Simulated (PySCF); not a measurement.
Geometry:
| atom | x (Å) | y (Å) | z (Å) |
| --- | --- | --- | --- |
| C1 | 3.329 | 1.385 | 0.664 |
| C2 | 2.214 | 1.299 | 0.197 |
| C3 | 0.873 | 1.161 | -0.361 |
| C4 | 0.324 | -0.285 | -0.309 |
| C5 | 1.198 | -1.226 | -1.142 |
| C6 | 0.240 | -0.774 | 1.139 |
| Si7 | -1.422 | -0.270 | -1.050 |
| N8 | -2.391 | 0.863 | -0.118 |
| C9 | -3.464 | 0.595 | 0.488 |
| H10 | 4.317 | 1.477 | 1.075 |
| H11 | 0.891 | 1.516 | -1.407 |
| H12 | 0.184 | 1.835 | 0.177 |
| H13 | 0.802 | -2.254 | -1.135 |
| H14 | 2.222 | -1.259 | -0.735 |
| H15 | 1.269 | -0.897 | -2.192 |
| H16 | -0.160 | -1.799 | 1.192 |
| H17 | 1.241 | -0.780 | 1.602 |
| H18 | -0.406 | -0.125 | 1.751 |
| H19 | -1.386 | 0.232 | -2.457 |
| H20 | -1.996 | -1.660 | -1.025 |
| H21 | -3.989 | 1.373 | 1.076 |
| H22 | -3.957 | -0.402 | 0.485 |

Geometry: PBE0-D3(BJ)/def2-SVP; GIAO shifts from PySCF 2.14.0 with density-fitted response routines, gas phase, non-relativistic, averaged over equivalent atoms.

At PBE0/pcSseg-1 (225 basis functions, 93 s wall time on 1 thread of an Arm Neoverse N1, shared host):
```
                  atoms  δ (ppm)
                     C9    176.7
                     C2     84.4
                     C1     77.4
                     C3     29.0
                  C5/C6     21.9
                     C4     20.3
                    Si7     -3.4
                     N8    424.4
                    H21     8.60
                    H22     8.59
                H19/H20     4.57
                H11/H12     2.63
                    H10     1.91
H13/H14/H15/H16/H17/H18     1.02
```

Referencing at the same level of theory: 13C (σ = 184.41 ppm), 29Si (σ = 351.99 ppm), 1H (σ = 31.27 ppm) vs TMS; NH3 for 15N (σ = 265.67 ppm).

What do these become at wB97X-D/pcSseg-1?

## Answers


```json
{"atoms": "C9", "δ at wB97X-D/pcSseg-1": "177.5", "change": "+0.8"}
{"atoms": "C2", "δ at wB97X-D/pcSseg-1": "84.8", "change": "+0.4"}
{"atoms": "C1", "δ at wB97X-D/pcSseg-1": "78.1", "change": "+0.7"}
{"atoms": "C3", "δ at wB97X-D/pcSseg-1": "28.4", "change": "-0.6"}
{"atoms": "C5/C6", "δ at wB97X-D/pcSseg-1": "22.0", "change": "+0.1"}
{"atoms": "C4", "δ at wB97X-D/pcSseg-1": "19.0", "change": "-1.3"}
{"atoms": "Si7", "δ at wB97X-D/pcSseg-1": "-2.8", "change": "+0.6"}
{"atoms": "N8", "δ at wB97X-D/pcSseg-1": "422.2", "change": "-2.2"}
{"atoms": "H21", "δ at wB97X-D/pcSseg-1": "8.51", "change": "-0.09"}
{"atoms": "H22", "δ at wB97X-D/pcSseg-1": "8.50", "change": "-0.09"}
{"atoms": "H19/H20", "δ at wB97X-D/pcSseg-1": "4.50", "change": "-0.07"}
{"atoms": "H11/H12", "δ at wB97X-D/pcSseg-1": "2.52", "change": "-0.11"}
{"atoms": "H10", "δ at wB97X-D/pcSseg-1": "1.94", "change": "+0.03"}
{"atoms": "H13/H14/H15/H16/H17/H18", "δ at wB97X-D/pcSseg-1": "1.00", "change": "-0.02"}
```

δ = σ(ref) − σ, references computed at the same level: TMS for 13C (184.54 ppm) and 29Si (352.93 ppm) and 1H (31.38 ppm); 15N (263.98 ppm) against NH3.

The largest change is at N8 (imine nitrogen). Cost: 225 basis functions, 110 s wall time on 1 thread of an Arm Neoverse N1, shared host. The order of the carbon signals is the same at both levels.

Experimental scales use liquid or dissolved standards, which lie at an offset from isolated NH3 (liquid NH3: subtract about 20 ppm). Unscaled 15N shifts of sp2 nitrogen come out 20 to 40 ppm too high even then.
